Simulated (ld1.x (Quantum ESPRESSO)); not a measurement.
## tungsten: one change to a TM potential, before and after

```
Element                 : W
Generator               : ld1.x (Quantum ESPRESSO) 7.5
Type                    : norm-conserving Troullier–Martins (Kleinman–Bylander form)
Functional              : PBE
Relativity              : scalar-relativistic
Frozen core             : [Xe] 4f14
Valence charge          : 6
Reference configuration : 5d4 6s1.5 6p0.5
Partial waves           : 6s (bound): rc 2.00 bohr; 5d (bound): rc 2.30 bohr; 6p (bound): rc 2.90 bohr
Local potential         : the p channel
Core correction         : a·sin(br)/r model core, default radius (core density twice the valence density)
```

All-electron outer shells of the reference configuration (PBE, scalar-relativistic, ld1.x):

```
shell  level (eV)  outermost node (bohr)  outermost maximum (bohr)
   5p      -44.03                   0.57                      1.09
   4f      -34.03                      –                      0.43
   6s       -6.26                   1.28                      2.64
   5d       -5.22                   0.63                      1.49
   6p       -1.77                   1.53                      3.70
```

Change: wave 6p (bound): rc 2.90 bohr becomes 6p (bound): rc 3.12 bohr.

Cutoffs: the cutoffs (Ry, on a coarse ladder) from which the occupation-weighted sum of valence levels, in a spherical-Bessel basis at the reference potential, stays within 10 and 1 mRy of its value at 400 Ry; they do not see the model core or the augmentation charge, which bear on the density cutoff. Errors are all-electron minus pseudo energies relative to the spin-unpolarised reference configuration.

**Question.** How do hardness, ghosts and transferability respond?

**Answer.** The potential gets neither clearly harder nor softer (30 Ry and 50 Ry → 30 Ry and 50 Ry); of the 7 tests that both files solve, the error grows in 2 and shrinks in 0 by more than 15 % and 0.3 meV (median size 46.8 → 47.4 meV); neither file shows a bound ghost.

```tsv
quantity	base	changed
cutoff, loose	30 Ry	30 Ry
cutoff, tight	50 Ry	50 Ry
bound ghosts	none	none
error for 5d4 6s2 6p0, meV [ΔE -2.21 eV]	0.0	-0.3
error for 5d4 6s1 6p0, meV [ΔE 6.67 eV]	-6.5	-7.3
error for 5d4 6s0 6p0, meV [ΔE 22.35 eV]	-47	-47
error for 5d3 6s2 6p0, meV [ΔE 6.62 eV]	-29	-44
error for 5d2 6s0 6p0, meV [ΔE 84.95 eV]	-971	-967
error for 5d3 6s0 6p0, meV [ΔE 47.73 eV]	-300	-299
error for 5d3 6s2 6p1, meV [ΔE 1.81 eV]	-68	-80
```
